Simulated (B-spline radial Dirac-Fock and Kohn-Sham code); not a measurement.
## Yb⁺: non-radiative channels of the 4s vacancy

System: the Yb⁺ ion, [Xe] 4f13 6s2 (not the ground configuration).

Level of theory: independent-particle radiative and Coulomb Auger rates from relativistic LDA hole-state orbitals, with Dirac-Fock energies; a B-spline atomic structure program. Kinetic energies are configuration averages from the vacuum level; the two-hole energies are estimated from single-hole states.

| transition | kinetic energy (eV) | width (meV) | share (%) |
| --- | --- | --- | --- |
| N1-N2O2 | 27.37 | 517 | 4.1 |
| N1-N2O3 | 34.18 | 984 | 7.8 |
| N1-N2N6 | 46.61 | 332 | 2.6 |
| N1-N2N7 | 47.61 | 422 | 3.3 |
| N1-N3O1 | 47.62 | 783 | 6.2 |
| N1-N3O2 | 77.18 | 795 | 6.3 |
| N1-N3O3 | 84.59 | 978 | 7.7 |
| N1-N3N6 | 96.60 | 1920 | 15.2 |
| N1-N3N7 | 98.49 | 2380 | 18.8 |
| N1-N4O1 | 199.2 | 240 | 1.9 |
| N1-N5O1 | 208.4 | 345 | 2.7 |
| N1-N4N7 | 250.2 | 176 | 1.4 |
| N1-N5N6 | 257.8 | 201 | 1.6 |
| N1-N6O1 | 393.3 | 209 | 1.7 |
| N1-N7O1 | 394.8 | 272 | 2.1 |
| N1-N6N7 | 444.8 | 206 | 1.6 |

Coster-Kronig rates are the weakest part of this model and often come out 1.5 to 2.5 times too large. Super-Coster-Kronig decay this fast strains the one-particle picture, and such widths tend to come out too large. The listed channels hold 85 % of the non-radiative rate. Summed by principal shells, of 12.6 eV in all: NNN 51.1 %, NNO 45.8 %, NNP 2.4 %, NOO 0.6 %.

Values without a named source are computed, but for edge energies of neutral atoms, which are taken from tables.
